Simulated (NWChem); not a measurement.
System meant: Zn cation, doublet

NWChem input:

```
start job
memory heap 200 mb stack 900 mb global 1100 mb
charge 1
geometry units angstroms noautoz
  Zn     0.000000     0.000000     0.000000
end
basis spherical
  * library def2-svp
end
dft
  odft
  mult 3
  xc pbe0
  iterations 150
  mulliken
end
task dft energy
```

End of the output:

```
            Nuclear Dipole moment (a.u.)
            ----------------------------
        X                 Y               Z
 ---------------- ---------------- ----------------
     0.0000000000     0.0000000000     0.0000000000

            XYZ format geometry
            -------------------
     1
 geometry
 Zn                    0.00000000     0.00000000     0.00000000

 Summary of "ao basis" -> "" (spherical)
 ------------------------------------------------------------------------------
       Tag                 Description            Shells   Functions and Types
 ---------------- ------------------------------  ------  ---------------------
 *                          def2-svp                  on all atoms

                                 NWChem DFT Module
                                 -----------------

 Summary of "ao basis" -> "ao basis" (spherical)
 ------------------------------------------------------------------------------
       Tag                 Description            Shells   Functions and Types
 ---------------- ------------------------------  ------  ---------------------
 Zn                         def2-svp                11       31   5s3p2d1f

 Summary of "ao basis" -> "ao basis" (spherical)
 ------------------------------------------------------------------------------
       Tag                 Description            Shells   Functions and Types
 ---------------- ------------------------------  ------  ---------------------
 Zn                         def2-svp                11       31   5s3p2d1f

  number of electrons :                   29
  multiplicity        :                    3
 ------------------------------------------------------------------------
  no. of electrons and multiplicity not compatible                  29
 ------------------------------------------------------------------------
 ------------------------------------------------------------------------
  current input line :
    17: task dft energy
 ------------------------------------------------------------------------
 ------------------------------------------------------------------------
 There is an error in the input file
 ------------------------------------------------------------------------
 For more information see the NWChem manual at https://nwchemgit.github.io

0: no. of electrons and multiplicity not compatible:Received an Error in Communication
```

### Question
Find the fault in this run and fix the input.

### Answer
The input was rejected before any calculation. Cause: the multiplicity doesn't fit the number of electrons (an even count wants an odd multiplicity, and the reverse). This input runs:
```
start job
memory heap 200 mb stack 900 mb global 1100 mb
charge 1
geometry units angstroms noautoz
  Zn     0.000000     0.000000     0.000000
end
basis spherical
  Zn library def2-svp
end
dft
  odft
  mult 2
  xc pbe0
  iterations 150
  mulliken
end
task dft energy
```
It converges to -1778.55656 Ha (PBE0/def2-SVP, spin-unrestricted).
